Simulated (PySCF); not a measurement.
C₈H₉P.
Z-matrix (Å and degrees, PBE0-D3(BJ)/def2-SVP geometry), rows numbered from 1:
```
C 
C   1  1.3388
C   2  1.4715  1  125.71
C   3  1.4050  2  119.11  1   -32.26
C   4  1.3867  3  125.16  2   179.25
P   5  1.7344  4  124.90  3     0.85
C   6  1.7348  5   99.48  4    -0.22
C   7  1.3949  6  127.86  5    -0.22
C   8  1.5054  3  119.81  2    -0.54
H   1  1.0939  2  121.86  3    -2.19
H   1  1.0928  2  121.07  3   178.80
H   2  1.0950  1  117.93  3   179.50
H   4  1.0949  3  116.77  2    -2.16
H   5  1.0950  4  117.84  3   179.81
H   7  1.0961  6  115.50  5  -179.75
H   9  1.1008  8  111.54  3   -54.05
H   9  1.0980  8  110.90  3  -174.63
H   9  1.1024  8  111.50  3    65.51
```

All values: wB97X-D/def2-SVPD (PySCF, non-relativistic), on one gas-phase PBE0-D3(BJ)/def2-SVP geometry that isn't relaxed in the solvent. The solvent is an IEF-PCM continuum (van der Waals radii × 1.2), and excitations are vertical TDDFT with non-equilibrium linear response and a frozen core. Only the electrostatic response of the medium enters.

Gas-phase singlets (H = HOMO, L = LUMO):

```tsv
state	E (eV)	λ (nm)	f	leading configurations
S1	4.531	274	0.218	H→L 60%, H→L+1 18%
S2	4.642	267	0.158	H→L 34%, H-1→L 34%
S3	5.014	247	0.017	H-2→L 93%
S4	5.684	218	0.211	H→L+1 48%, H-1→L 44%
S5	5.826	213	0.004	H-2→L+1 96%
```

How does the list change in chloroform (ε = 4.711)?

```json
{"state": "S1", "E (eV)": "4.409", "λ (nm)": "281", "f": "0.473", "leading configurations": "H→L 90%", "change by rank (eV)": "-0.122"}
{"state": "S2", "E (eV)": "4.607", "λ (nm)": "269", "f": "0.049", "leading configurations": "H-1→L 51%, H→L+1 40%", "change by rank (eV)": "-0.035"}
{"state": "S3", "E (eV)": "5.018", "λ (nm)": "247", "f": "0.023", "leading configurations": "H-2→L 94%", "change by rank (eV)": "+0.004"}
{"state": "S4", "E (eV)": "5.569", "λ (nm)": "223", "f": "0.303", "leading configurations": "H→L+1 52%, H-1→L 43%", "change by rank (eV)": "-0.115"}
{"state": "S5", "E (eV)": "5.909", "λ (nm)": "210", "f": "0.004", "leading configurations": "H-2→L+1 92%", "change by rank (eV)": "+0.083"}
```

How do the frontier levels move from gas to chloroform?

```csv
orbital,gas (eV),solvent (eV),change (eV),"Löwdin shares, gas","Löwdin shares, solvent"
LUMO+2,2.13,2.19,+0.06,"C2 27 %, C1 22 %, P6 10 %, C7 6 %","C2 28 %, C1 23 %, P6 10 %, C7 6 %"
LUMO+1,0.97,0.99,+0.02,"C4 19 %, C8 18 %, C5 18 %, C7 16 %","C4 19 %, C8 18 %, C5 18 %, C7 16 %"
LUMO,-0.15,-0.16,-0.01,"P6 28 %, C3 14 %, C1 11 %, C7 11 %","P6 28 %, C3 14 %, C7 11 %, C5 11 %"
HOMO,-8.26,-8.26,0.00,"P6 22 %, C3 15 %, C1 13 %, C5 11 %","P6 22 %, C3 15 %, C1 14 %, C5 10 %"
HOMO-1,-9.31,-9.29,+0.02,"C7 23 %, C5 19 %, C4 18 %, C8 18 %","C7 24 %, C5 19 %, C4 18 %, C8 17 %"
HOMO-2,-9.57,-9.65,-0.08,"P6 63 %, C7 12 %, C5 12 %, C4 4 %","P6 62 %, C7 12 %, C5 11 %, C4 5 %"
HOMO-3,-10.34,-10.30,+0.04,"C2 28 %, C1 24 %, P6 10 %, C3 8 %","C2 27 %, C1 24 %, P6 10 %, C3 8 %"
```

The HOMO–LUMO gap goes from 8.11 to 8.10 eV.
